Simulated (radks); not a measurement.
Fractional charge and spin in the 4p shell of strontium: the spin-up occupation runs from 2 to 3 and the spin-down occupation from 2 to 3; the fullest corner is Sr, [Ar] 3d10 4s2 5s2 4p(up 3, down 3). All-electron calculation, scalar-relativistic Kohn-Sham, LDA (Slater exchange, Perdew-Wang correlation), spin-polarised, spherical densities, finite nucleus; Fermi nuclear charge, rms radius of each element as measured or else 0.836 A^(1/3) + 0.57 fm. Program: a radial shooting solver on a logarithmic mesh with Libxc functionals. Energy (eV) minus the two flat planes that join the four corners (they meet along the diagonal where the two added fractions sum to one electron); zero is where a piecewise linear energy would lie.

down \ up,2,2.25,2.5,2.75,3
2,0.000,-1.155,-1.530,-1.140,0.000
2.25,-1.155,-1.471,-1.025,0.169,-1.031
2.5,-1.530,-1.025,0.225,-0.921,-1.360
2.75,-1.140,0.169,-0.921,-1.306,-1.008
3,0.000,-1.031,-1.360,-1.008,0.000

Corners above the fullest one (they belong to Sr+ and the next ion): (up 3, down 2) 28.160 eV, (up 2, down 3) 28.160 eV, (up 2, down 2) 68.810 eV. With half an added electron in each spin the energy lies 0.225 eV from the planes, and with half an added electron in spin up alone -1.530 eV. The planes are only a guide here: the flat-plane condition holds for ground states with one frontier orbital, while this shell lies below other occupied shells, so the corners above the fullest one are inner-hole states and not the ground states of those ions.
